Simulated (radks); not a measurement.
Results of a calculation; reference values are marked as such.
The hydrogen anion H-, [He], held by a Watson sphere: a shell of charge +1 at radius R that stands for the Madelung well of a crystal (potential energy -1/R inside, -1/r outside, in hartree with lengths in bohr). Code: a radial shooting solver on a logarithmic mesh with Libxc functionals. Model: scalar-relativistic Kohn-Sham, r2SCAN, spin-polarised, spherical densities, finite nucleus; meta-GGA in the generalised Kohn-Sham scheme; Fermi nuclear charge, rms radius of each element as measured or else 0.836 A^(1/3) + 0.57 fm.

R (bohr)	e(1s) (eV)	<r> 1s (bohr)	sum of <r^2> (bohr^2)	X-ray form factor at sin(theta)/lambda = 0.1 1/angstrom
2.08	-6.968	1.809	8.683	1.484
2.12	-6.881	1.821	8.811	1.478
2.81	-5.617	2.010	10.90	1.388
2.99	-5.348	2.052	11.40	1.368
3.16	-5.112	2.088	11.87	1.351
